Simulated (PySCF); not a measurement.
# A survey of ²⁹Si NMR shifts

- GIAO PBE0/pcSseg-1 shieldings
- GFN2-xTB geometry
- code: PySCF 2.14.0 with density-fitted response routines
- non-relativistic Hamiltonian, no solvent, one averaged value for each set of equivalent atoms, a single conformation

Shieldings were converted by a linear fit to measured shifts: ²⁹Si (scatter 8.9 ppm rms, 25.8 ppm with the 6 outliers that the fit left out vs TMS, solution or neat liquid). A few per cent of atoms miss by over 2 rms, more outside the fitted compound classes.

Question: Give the ²⁹Si shifts of `C=CC#C[SiH2]S[SiH3]`, `C=C=C([SiH2]C#CC)C(=O)O`, `C=CS[SiH2]C#C[SiH3]`, `COC[C@@H]([SiH3])OC(=O)OC`, `C=C[Si@@H](S)C#C[SiH3]`, `C=C1C=C(S[SiH3])[SiH2]1`.

Answer: 
```tsv
compound	environment	δ (ppm)
[CH2:1]=[CH:2][C:3]#[C:4][SiH2:5][S:6][SiH3:7]	Si5: silicon bonded to C, S, 2 H	-51.1
[CH2:1]=[CH:2][C:3]#[C:4][SiH2:5][S:6][SiH3:7]	Si7: silicon bonded to S, 3 H	-57.3
C=C=C([SiH2]C#CC)C(=O)O	silicon bonded to 2 C, 2 H	-62.2
[CH2:1]=[CH:2][S:3][SiH2:4][C:5]#[C:6][SiH3:7]	Si4: silicon bonded to C, S, 2 H	-61.5
[CH2:1]=[CH:2][S:3][SiH2:4][C:5]#[C:6][SiH3:7]	Si7: silicon bonded to C, 3 H	-88.2
COC[C@@H]([SiH3])OC(=O)OC	silicon bonded to C, 3 H	-68.5
[CH2:1]=[CH:2][Si@@H:3]([SH:4])[C:5]#[C:6][SiH3:7]	Si3: silicon bonded to 2 C, S, H	-38.9
[CH2:1]=[CH:2][Si@@H:3]([SH:4])[C:5]#[C:6][SiH3:7]	Si7: silicon bonded to C, 3 H	-88.4
[CH2:1]=[C:2]1[CH:3]=[C:4]([S:5][SiH3:6])[SiH2:7]1	Si7: silicon bonded to 2 C, 2 H, in a 4-membered ring	-36.2
[CH2:1]=[C:2]1[CH:3]=[C:4]([S:5][SiH3:6])[SiH2:7]1	Si6: silicon bonded to S, 3 H	-59.9
```
